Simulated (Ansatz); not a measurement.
The cluster KPt3 (the lowest doublet isomer of a short search) was relaxed with r2SCAN-D4 (def2-SVP) in Ansatz in these states: neutral doublet, neutral quartet. The geometries follow in no particular order.

In the def2 sets Pt takes a core potential; there is no spin–orbit coupling.

A:

| atom | x (Å) | y (Å) | z (Å) |
| --- | --- | --- | --- |
| K1 | 1.3676 | 1.3102 | 1.0154 |
| Pt2 | -1.2140 | -0.4845 | 0.9393 |
| Pt3 | 0.6708 | -1.3678 | -0.6638 |
| Pt4 | -0.8244 | 0.5420 | -1.2909 |

B:

```xyz
4

K    -0.676    1.438    1.387
Pt   -1.072   -1.151   -0.399
Pt    1.294   -0.865    0.459
Pt    0.454    0.578   -1.447
```

Problem. Judge from the bond lengths which geometry belongs to which state (an estimate).

Solution. A is the neutral quartet (K1–Pt4 3.273 Å, Pt2–Pt3 2.627 Å, K1–Pt3 3.237 Å); B is the neutral doublet (K1–Pt4 3.170 Å, Pt2–Pt3 2.533 Å, K1–Pt3 3.170 Å).

At r2SCAN-D4/def2-SVP the charge 0 doublet is spin-contaminated (final ⟨S²⟩ up to 0.84, 0.75 for a pure state). At PBE0-D4/def2-TZVP a doublet lies 0.66 eV below the neutral quartet. These are the stationary points nearest to one start from a short search; other shapes may lie lower in each state.
